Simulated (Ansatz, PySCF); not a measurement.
C4H10MgO, singlet, at a GFN2-xTB geometry (such geometries of metal compounds can be far from the true shape), atoms displaced at random by about 0.08 Å a coordinate. Base run: PBE0/STO-3G, gradient (PySCF).

The PySCF input:
```python
from pyscf import gto, scf, dft

mol = gto.Mole()
mol.atom = '''
    Mg    0.07461649   -1.28385539   -0.63879544
    C     0.13754392    0.70675838    0.01479331
    C    -1.24793058    1.03357611    0.30234498
    C     0.94213937    0.95025061    1.30311318
    C     0.61575541    1.58071063   -1.00049990
    H    -1.26345706    2.05096796    0.82540085
    H    -1.67781713    0.49059286    1.26229100
    H    -2.13934033    0.90359447   -0.50567435
    H     0.76872118    0.19090429    2.05888828
    H     2.06768574    0.70301629    0.86322456
    H     0.85194904    1.71438253    1.63473066
    H     1.66419309    1.41189794   -1.41324181
    H    -0.20872441    1.62366961   -1.95592159
    H     0.68081770    2.51440353   -0.88805282
    O    -0.42021748   -2.62824118    0.27779662
    H    -0.61942796   -3.30835804    0.66870447
'''
mol.basis = 'sto-3g'
mol.verbose = 4
mol.build()

mf = dft.RKS(mol)
mf.xc = 'pbe0'
mf.kernel()
g = mf.nuc_grad_method()
grad = g.kernel()
```

Programs used: Ansatz (a program for electronic structure), PySCF; a row that names a program was run with it.

The coordinate followed is x of atom 5.

Each row names what was changed in the base input (with any setting that the change needs).

```csv
change,dE/dx (Eh/bohr),net force (Eh/bohr)
base,0.006221,0.000200
finite difference step (bohr) = 1e-3; conv_tol = 1e-11,0.006194,-
density fitting = on,0.006214,0.000200
finite difference step (bohr) = 1e-4; conv_tol = 1e-11,0.006194,-
grids.level = 0; grid_response = off,0.007398,0.001429
finite difference step (bohr) = 0.2; conv_tol = 1e-11,?,-
code = ansatz,0.006214,0.000000
conv_tol = 1e-6,0.006222,0.000200
grids.level = 1; grid_response = off,0.006233,0.000161
finite difference step (bohr) = 1e-5; conv_tol = 1e-11,0.006194,-
grids.level = 5; grid_response = off,0.006214,0.000016
finite difference step (bohr) = 0.01; conv_tol = 1e-11,0.006203,-
```

**Question.** Fill in the missing entries.

**Answer.** 
- finite difference step (bohr) = 0.2; conv_tol = 1e-11, dE/dx (Eh/bohr): 0.010083

The net force is zero for an exact gradient.
